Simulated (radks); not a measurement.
The numbers below are computed, except where a source is named.
The oxygen anion O- inside a hard spherical wall (all orbitals vanish at R), configuration held at [He] 2s2 2p5 and not refilled when levels cross. Code: a radial shooting solver on a logarithmic mesh with Libxc functionals. Model: scalar-relativistic Kohn-Sham, LDA (Slater exchange, Perdew-Wang correlation), spin-polarised, spherical densities, finite nucleus; open shells are filled with parallel spins first; Fermi nuclear charge, rms radius 2.6991 fm. Eigenvalues in eV for spin up, with the zero of energy where the potential of the charges vanishes at infinity; a dash marks a level that is unbound or too diffuse for the functional's potential to be trusted. A positive occupied level is held by the wall or, in an anion where self-interaction has pushed it up, behind a barrier. The pressure on the wall is -dE/dV.

R (bohr) = 20: E (hartree) -74.66005; kinetic (hartree) 74.390; e(1s) -499.38; e(2s) -13.717; e(2p) 0.503; e(3s, empty) 2.116; e(3p, empty) 2.314; pressure (GPa) 0.000785
R (bohr) = 15: E (hartree) -74.65949; kinetic (hartree) 74.388; e(1s) -499.06; e(2s) -13.392; e(2p) 0.808; e(3s, empty) 3.048; e(3p, empty) 3.478; pressure (GPa) 0.00128
R (bohr) = 12: E (hartree) -74.65895; kinetic (hartree) 74.389; e(1s) -498.89; e(2s) -13.226; e(2p) 0.964; e(3s, empty) 3.891; e(3p, empty) 4.650; pressure (GPa) 0.00463
R (bohr) = 10: E (hartree) -74.65801; kinetic (hartree) 74.391; e(1s) -498.71; e(2s) -13.054; e(2p) 1.123; e(3s, empty) 4.777; e(3p, empty) 5.937; pressure (GPa) 0.0175
R (bohr) = 5: E (hartree) -74.61261; kinetic (hartree) 74.565; e(1s) -495.79; e(2s) -10.777; e(2p) 3.394; e(3s, empty) 14.235; e(3p, empty) 18.414; pressure (GPa) 4.36
R (bohr) = 3.5: E (hartree) -74.39151; kinetic (hartree) 75.379; e(1s) -488.91; e(2s) -6.233; e(2p) 8.419; e(3s, empty) 32.633; e(3p, empty) 38.460; pressure (GPa) 69.9
R (bohr) = 2: E (hartree) -71.49630; kinetic (hartree) 83.698; e(1s) -449.50; e(2s) 21.834; e(2p) 39.095; e(3s, empty) 142.14; e(3p, empty) 138.81; pressure (GPa) 3670
R (bohr) = 1.5: E (hartree) -65.42901; kinetic (hartree) 97.357; e(1s) -405.24; e(2s) 65.538; e(2p) 81.314; e(3s, empty) 299.75; e(3p, empty) 269.44; pressure (GPa) 22400
